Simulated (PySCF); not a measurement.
A family of related molecules: H2E=Y. All species are isolated molecules in the gas phase. Strings in code marks are SMILES.

Quantity: vertical ionisation energy (energy after one electron is removed minus that of the parent at the parent's geometry), in eV.

Case: `O=[SiH2]`. Geometry of `O=[SiH2]` (neutral, multiplicity 1, Å):

```xyz
4

O      1.4036    -0.6731     0.0037
Si     0.0319    -0.0153     0.0001
H     -1.2502    -0.7661    -0.0012
H     -0.1853     1.4545    -0.0026
```

### Question
What vertical ionisation energy (energy after one electron is removed minus that of the parent at the parent's geometry) does PBE-D3(BJ)/def2-TZVP // r2SCAN-D4/def2-TZVP (PySCF) give?

### Answer
10.73 eV.
